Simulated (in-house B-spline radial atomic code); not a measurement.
Configurations of neutral zirconium, with energies counted from [Kr] 4d2 5s2. Method: scalar-relativistic (X2C) B3LYP, spin-polarised, spherical fractional occupations, exact exchange averaged over the configuration, Fermi nucleus of rms radius 4.2694 fm. Calculated with an all-electron radial atomic-structure program (B-spline basis). Shells without spins written out take the highest spin.

Occupations are held fixed; configurations that lie above the ionisation limit could autoionise.

```
                configuration  E - E(ref) (eV)  highest orbital  its <r> (bohr)
             [Kr] 4d2 5s1 5p1           2.1912            5p up           4.759
             [Kr] 4d2 5s1 5f1           5.9276            5f up           28.09
    [Ar] 3d10 4s2 4p5 4d3 5s2           27.634          5s down           3.824
[Ar] 3d10 4s2 4p5 4d2 5s2 5p1           32.054            5p up           4.418
 [Ar] 3d9 4s2 4p6 4d2 5s2 6f1            188.5            6f up           40.47
```

Q: Order these further configurations by energy, lowest first.
A. [Ar] 3d9 4s2 4p6 4d2 5s2 5p1
B. [Ar] 3d10 4s2 4p5 4d2 4f1 5s2
C. [Kr] 4d1 5s2 6s1
D. [Ar] 3d10 4s2 4p5 4d2 5s2 5f1
E. [Ar] 3d10 4s2 4p5 4d2 5s2 6s1

A: C (5.4975 eV), E (34.534 eV), B (36.053 eV), D (36.317 eV), A (184.04 eV).

Q: How far above the reference does [Kr] 4d1 5s2 6f1 lie?

A: 7.4044 eV; its least bound orbital is 6f up with <r> = 39.85 bohr.
